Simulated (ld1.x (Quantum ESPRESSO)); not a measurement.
**Ru (Z = 44): variants of one RRKJ potential**

Base potential:

ruthenium (Ru), norm-conserving RRKJ (Kleinman–Bylander form), made with ld1.x (Quantum ESPRESSO) 7.5 (PBEsol, fully relativistic). Core [Ar] 3d10, reference 4s2 4p6 4d7 5s1 5p0. Waves: 4s (bound): rc 1.10 bohr; 4d (bound): rc 1.60 bohr; 4p (bound): rc 1.50 bohr. Local part: the p channel. Core correction: none. rho0 = 0.01.

Open shells are filled in proportion to 2j + 1 (rel_dist='average').

Occupied shells without a wave of their own: 5s. They enter only through the test configuration that unscreens the potential.

All-electron outer shells of the reference configuration (PBEsol, scalar-relativistic, ld1.x):

```
shell  level (eV)  outermost node (bohr)  outermost maximum (bohr)
   3p     -446.95                   0.16                      0.36
   3d     -273.13                      –                      0.30
   4s      -76.31                   0.48                      0.92
   4p      -46.38                   0.49                      0.98
   4d       -5.22                   0.48                      1.21
   5s       -4.27                   1.24                      2.73
   5p       -0.87                   1.41                      3.87
```

Cutoffs, loose and tight: the cutoffs (Ry, on a coarse ladder) from which the occupation-weighted sum of valence levels, in a spherical-Bessel basis at the reference potential, stays within 10 and 1 mRy of its value at 400 Ry. They do not see the model core or the augmentation charge, which bear on the density cutoff. Test errors are all-electron minus pseudo excitation energies from the reference, over the configurations 4s2 4p6 4d7 5s0 5p0; 4s2 4p6 4d6 5s0 5p0; 4s2 4p6 4d5 5s0 5p0; 4s2 4p6 4d8 5s0 5p0; 4s1 4p6 4d7 5s1 5p0; 4s2 4p6 4d7 5s0.5 5p0; 4s2 4p6 4d4 5s0 5p0. A dash means not determined; rows that change the core or the reference have their own tests. The largest error is taken over the tests solved by every variant that gives reliable tests at all: 4s1 4p6 4d7 5s1 5p0; 4s2 4p6 4d5 5s0 5p0; 4s2 4p6 4d6 5s0 5p0; 4s2 4p6 4d7 5s0 5p0; 4s2 4p6 4d7 5s0.5 5p0; 4s2 4p6 4d8 5s0 5p0.

Cutoffs are not given where the Bessel-basis levels miss the radial ones by over 6 mRy, ghosts where they miss by over 20 mRy; a channel whose overlap is not positive is not tested.

On the changes marked as counting shells twice: ld1.x takes every shell without a wave as core, so the model core holds the marked electrons as well and exchange and correlation see them twice. This cancels in the reference configuration, but the file is broken for other ones, and its errors say nothing about a proper core correction.

| change | outcome | bound ghosts | largest test error (meV) |
| --- | --- | --- | --- |
| base | generated, misses its reference levels by 2.30 eV | not determined | -218 |
| core correction a·sin(br)/r model core inside 0.46 bohr (5s counted twice) | generated, misses its reference levels by 2.30 eV | not determined | -691 |
| core correction a·sin(br)/r model core inside 0.58 bohr (5s counted twice) | generated, misses its reference levels by 2.30 eV | not determined | -691 |
| core correction a·sin(br)/r model core inside 0.74 bohr (5s counted twice) | generated, misses its reference levels by 2.30 eV | not determined | -691 |
| core correction a·sin(br)/r model core inside 0.88 bohr (5s counted twice) | generated, misses its reference levels by 2.30 eV | not determined | -691 |
| core correction a·sin(br)/r model core inside 1.02 bohr (5s counted twice) | generated, misses its reference levels by 2.30 eV | not determined | -691 |
| core correction a·sin(br)/r model core inside 1.20 bohr (5s counted twice) | generated, misses its reference levels by 2.30 eV | not determined | -691 |
| core correction a·sin(br)/r model core inside 1.28 bohr (5s counted twice) | generated, misses its reference levels by 2.30 eV | not determined | -691 |
